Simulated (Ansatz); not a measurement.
Consider the ligand exchange at a Ga–N bond: `[F][Ga]([F])[NH][GaH2]` + CH₃OH → `C[O][GaH2]` + `[NH2][Ga]([F])[F]`.

Program: Ansatz. Geometries: PBE0-D4/def2-TZVP. ΔE: electronic, gas phase. CCSD(T)/CBS adds triple-zeta CCSD(T) − MP2 to the extrapolated MP2 energy (def2 sets, frozen cores). This one scheme is used for every species. DFT in def2-TZVPP. B3LYP here is the variant with VWN-RPA as its local correlation; programs differ in this. For Ga outer-core shells are correlated without core-valence functions, which leaves a few kJ/mol of doubt a bond. Scalar relativity is left out up to krypton. Each species was taken in one conformer, which may not be the lowest.

| level | ΔE (kJ/mol) | difference from CCSD(T)/CBS |
| --- | --- | --- |
| BLYP-D4 | -9.4 | -9.2 |
| B97M-V | -9.9 | -9.7 |
| B3LYP-D4 | -6.8 | -6.6 |
| r2SCANh-D4 | -6.5 | -6.3 |
| r2SCAN0-D4 | -4.9 | -4.7 |
| B2PLYP | -7.1 | -6.9 |
| PBE-QIDH | -2.7 | -2.5 |
| r2SCAN | -8.2 | -8.0 |
| PBE0 | -4.8 | -4.6 |
| B3LYP | -9.4 | -9.2 |
| BHLYP | -7.5 | -7.3 |
| RPA@PBE/def2-TZVPP | -1.6 | -1.4 |
| CCSD/def2-TZVPP | -2.1 | -1.9 |
| HF/def2-QZVPP | -6.9 | -6.7 |
| HF/CBS(def2) | -7.0 | -6.8 |
| CCSD/CBS(def2) | -0.5 | -0.3 |
| CCSD(T)/CBS | -0.2 | 0 |

(1) What do rigid-rotor, harmonic-oscillator terms from PBE0-D4/def2-TZVP frequencies (298.15 K, 1 bar) make of the CCSD(T)/CBS value? (Best estimate.)

Largest T1 diagnostic among the species: 0.015.

## Answers

(1) Ansatz gave: ΔZPE = -1.6 kJ/mol, ΔH = -2.2 kJ/mol, ΔS = 4 J/(mol·K), ΔG = -3.5 kJ/mol.

From BLYP to BHLYP (50 % exact exchange), in def2-TZVPP and without D4, ΔE moves by +4.6 kJ/mol. Leaving LDA and LC-ωPBE aside and taking each functional with its dispersion term where it has one, the values spread over 7.2 kJ/mol, from B97M-V to PBE-QIDH.

CCSD(T)/CBS has its own doubt, a few kJ/mol and more with outer-core shells, so smaller differences from it don't rank the levels.
